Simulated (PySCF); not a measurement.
Molfile (atoms numbered from 1):
```
BF2HO
     RDKit          3D

  5  4  0  0  0  0  0  0  0  0999 V2000
    0.8536   -0.5942    0.0701 O   0  0  0  0  0  0  0  0  0  0  0  0
   -0.3634   -0.0357   -0.0209 B   0  0  0  0  0  0  0  0  0  0  0  0
   -1.4381   -0.7911    0.0730 F   0  0  0  0  0  0  0  0  0  0  0  0
   -0.5256    1.2681   -0.2044 F   0  0  0  0  0  0  0  0  0  0  0  0
    1.5655    0.0481   -0.0143 H   0  0  0  0  0  0  0  0  0  0  0  0
  1  2  1  0
  2  3  1  0
  2  4  1  0
  1  5  1  0
M  END
```

Geometry: PBE0-D3(BJ)/def2-SVP; GIAO shifts from PySCF 2.14.0 with density-fitted response routines, gas phase, non-relativistic, averaged over equivalent atoms.

At PBE0/pcSseg-1 (73 basis functions, 3.3 s wall time on 1 thread of an Arm Neoverse V2, shared host):
```json
{"atoms": "O1", "δ (ppm)": "88.1"}
{"atoms": "B2", "δ (ppm)": "14.9"}
{"atoms": "F3/F4", "δ (ppm)": "-129.3"}
{"atoms": "H5", "δ (ppm)": "3.56"}
```

Chemical shifts δ = σref − σ; $^{17}$O (334.56 ppm) against H2O; $^{11}$B (100.73 ppm) vs BF3·OEt2; $^{19}$F (177.25 ppm) against CFCl3; $^{1}$H (31.27 ppm) against TMS, all at this level.

What do these become at B97-2/pcSseg-2?

Results:


| atoms | δ at B97-2/pcSseg-2 | change |
| --- | --- | --- |
| O1 | 78.3 | -9.8 |
| B2 | 13.1 | -1.8 |
| F3/F4 | -138.0 | -8.7 |
| H5 | 3.32 | -0.24 |

Chemical shifts δ = σref − σ; $^{17}$O (σ = 326.24 ppm) vs H2O; $^{11}$B (σ = 100.12 ppm) vs BF3·OEt2; CFCl3 for $^{19}$F (σ = 177.41 ppm); $^{1}$H (σ = 31.36 ppm) vs TMS, all at this level.

The largest change is at O1 (oxygen bonded to B, H). Cost: 158 basis functions, 5.3 s wall time on 1 thread of an Arm Neoverse V2, shared host.

Unscaled 19F shifts against computed CFCl3 carry errors that often reach 10 to 50 ppm. Experimental scales use liquid or dissolved standards, which lie at an offset from isolated H2O (liquid H2O: subtract about 36 ppm).
